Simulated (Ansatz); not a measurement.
HFSi, SMILES `F[SiH]` (lower singlet) (charge 0, multiplicity 1). This singlet lies 1.68 eV below the relaxed triplet at the level composite: frozen-core CCSD(T) with HF/cc-pVQZ and the correlation energy extrapolated as X^-3 from cc-pVTZ and cc-pVQZ, plus CCSDT(Q) minus CCSD(T) in cc-pVDZ // PBE0-D3(BJ)/def2-TZVP (Ansatz, an electronic-structure program).

Cartesian coordinates (Å):
SMILES: F[SiH]
```xyz
3

F      1.2064    -0.2928     0.0000
Si    -0.0655     0.6980     0.0000
H     -1.1409    -0.4053     0.0000
```
Charge 0, multiplicity 1.

Frozen-core energies in 6-31g from Ansatz at a geometry from PBE0-D3(BJ)/def2-TZVP; the HF reference has <S^2> = 0.00 and the T1 diagnostic is 0.017.

```json
[
 {"level": "HF", "energy (Ha)": "-388.86898"},
 {"level": "MP2", "energy (Ha)": "-389.03568"},
 {"level": "CCSD", "energy (Ha)": "-389.04783"}
]
```

Estimate the energies of CCSD(T), CCSDT, CCSDT(Q) and CCSDTQ, and give each level's difference from CCSDTQ.


```json
[
 {"level": "MP2", "energy (Ha)": "-389.03568", "difference from CCSDTQ (mHa)": "15.56"},
 {"level": "CCSD", "energy (Ha)": "-389.04783", "difference from CCSDTQ (mHa)": "3.40"},
 {"level": "CCSD(T)", "energy (Ha)": "-389.05050", "difference from CCSDTQ (mHa)": "0.73"},
 {"level": "CCSDT", "energy (Ha)": "-389.05079", "difference from CCSDTQ (mHa)": "0.45"},
 {"level": "CCSDT(Q)", "energy (Ha)": "-389.05128", "difference from CCSDTQ (mHa)": "-0.05"},
 {"level": "CCSDTQ", "energy (Ha)": "-389.05123", "difference from CCSDTQ (mHa)": "0.00"}
]
```
